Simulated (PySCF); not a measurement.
Correlation energy of As²⁺ (arsenic, charge +2)

[Ar] 3d10 4s2 4p1, 2P determinant. All numbers are calculated (PySCF 2.14, scalar relativity by spin-free X2C-1e, in cc-pVTZ-DK (6s5p3d1f, 43 functions)). Frozen: [Ar] 3d10; 3 electrons correlated.

MP2 pair energies summed by pair of shells (mhartree):

```tsv
pair	energy	share (%)
4s-4s	-22.16	55.5
4s-4p	-17.74	44.5
```

Total MP2 correlation energy: -39.90 mhartree.

Same-spin part -2.63 and opposite-spin part -37.26 mhartree; SCS-MP2 scales them by 1/3 and 6/5 to -45.59 mhartree.

| level | correlation energy (mhartree) |
| --- | --- |
| CCSD | -54.02 |
| (T) | -0.71 |
| CCSD(T) | -54.73 |

Diagnostics: T1 = 0.0085, D1 = 0.0197, largest double amplitude 0.096.

Question: Is a single reference adequate?

Answer: Mostly. T1 lies below 0.03, but a double amplitude of this size points to a near-degeneracy that CCSD handles and MP2 describes poorly.
